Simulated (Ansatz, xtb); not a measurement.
## ClH4OSi2: where a starting geometry ends

The starting geometry of this gas-phase doublet was built from a drawn formula by distance geometry and a force field; its bonds are those of `[OH2+][SiH-][SiH]Cl`.

```
atom    x (Å)    y (Å)    z (Å)
  Cl  -1.4609   1.5731  -2.2664
   O   0.7625   0.6454  -0.1667
  Si   1.4468  -0.0384  -1.5506
  Si   0.1768   0.9278  -3.3576
   H  -0.0737   1.1749  -0.4116
   H   0.4401  -0.1165   0.4456
   H   0.9918  -1.4310  -1.4792
   H   0.9521   2.2263  -3.6703
```

Question: Predict what becomes of its bonds when it is optimised with r2SCAN-D4/def2-SVP.

Answer: It keeps its links, though one stretches towards breaking, and is `[OH2+][SiH-][SiH]Cl`. Distances that change by over a tenth: O2–Si3 (1.69 → 1.99 Å).

The energy falls by 1.19 eV over 17 steps:

```
step  E − E(last) (eV)
   1             1.194
   3             0.144
   5             0.073
   6             0.060
   8             0.032
  10             0.014
  12             0.004
  13             0.002
  15             0.000
  17             0.000
```

Final geometry (Å):

| atom | x (Å) | y (Å) | z (Å) |
| --- | --- | --- | --- |
| Cl | -0.9290 | 2.3414 | -1.8299 |
| O | 0.4240 | 0.3787 | -0.0467 |
| Si | 1.7588 | 0.2367 | -1.5151 |
| Si | 0.0491 | 0.8272 | -3.0912 |
| H | -0.1559 | 1.1546 | -0.2952 |
| H | -0.1688 | -0.3900 | -0.0040 |
| H | 1.6450 | -1.2818 | -1.4847 |
| H | 0.6124 | 1.6948 | -4.1901 |

From the same start GFN2-xTB reaches the same bonding as this run.

The end wasn't checked by frequencies. Open shells are spin-unrestricted. Run with Ansatz 0.2.0, 78 s on 2 threads of Intel(R) Xeon(R) Platinum 8488C (Sapphire Rapids), with other jobs on the host.
